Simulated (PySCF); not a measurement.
# Excitation energy of In by level of theory

In [Kr] 4d10 5s2 5p1 (2P) → In [Kr] 4d10 5s2 6s1 (2S), as a difference of total energies. Calculation: PySCF 2.14, in aug-cc-pwCVTZ-DK3 (10s9p7d4f1g, 109 functions); scalar relativity by spin-free X2C-1e. Correlated levels: valence: [Kr] 4d10 frozen; valence and next inner shell: [Ar] 3d10 frozen. The calculations carry no spin-orbit coupling.

```
                                method  excitation energy (cm⁻¹)
                                   UHF                     21948
                                   LDA                     22916
                                   PBE                     21927
                                  PBE0                     22520
                                r2SCAN                     23837
                                M06-2X                     21594
                                  PW91                     22234
                             CAM-B3LYP                     23824
                         MP2 (valence)                     22386
                     SCS-MP2 (valence)                     22418
    MP2 (valence and next inner shell)                     22099
SCS-MP2 (valence and next inner shell)                     21934
```

Errors of the correlated levels include the incompleteness of this basis and the frozen core.

For comparison: 22898 cm⁻¹ (measured; NIST levels, between the centres of gravity of the two terms).
